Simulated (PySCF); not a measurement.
Molecule: `[BH3-][PH2+]c1ccccc1`, C6H10BP.

Atoms are numbered as in `[BH3-:1][PH2+:2][c:3]1[cH:4][cH:5][cH:6][cH:7][cH:8]1`; H(Xn) means a hydrogen on atom n.

Geometry PBE0-D3(BJ)/def2-SVP throughout; GIAO in PySCF 2.14.0 with density-fitted response routines, gas phase, one conformer, non-relativistic; equivalent atoms averaged; basis pcSseg-1.

For orientation, KT3 gives these absolute shieldings σ: B1 144.7, C4/C8 57.2, C6 58.6, C5/C7 59.6, C3 61.8, H(C4)/H(C8) 24.07, H(C6) 24.09, H(C5)/H(C7) 24.10, H(P2) 25.88 ppm.

A run gave: B1 148.1, C4/C8 56.1, C6 57.4, C5/C7 58.4, C3 61.7, H(C4)/H(C8) 23.71, H(C6) 23.71, H(C5)/H(C7) 23.71, H(P2) 25.60 ppm (absolute shieldings σ).

Which functional was used in that run?
A. BLYP
B. B97-2
C. wB97X-D
D. BP86
E. OPBE

Results:

E. C6 tells them apart best: OPBE gives 57.4, B97-2 gives 50.6, wB97X-D gives 46.9, BLYP gives 41.3, BP86 gives 46.5 ppm.
